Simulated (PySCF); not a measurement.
Method: M06-2X/def2-TZVP (PySCF). Gas-phase values, no solvent. One relaxed conformer stands for a flexible species; it need not be the lowest. 

Reference species (SMILES): `B` (neutral, multiplicity 1).

```
Item             Result
-------------  --------
HOMO–LUMO gap  10.26 eV
LUMO           -1.00 eV
```

Changed species: `C(F)B` (X = fluoromethyl; the reference has X = H).

Problem. Predict the effect on the HOMO–LUMO gap and LUMO.

Solution. the HOMO–LUMO gap decreases by 0.47 eV, to 9.79 eV; the LUMO rises by 0.22 eV, to -0.78 eV.
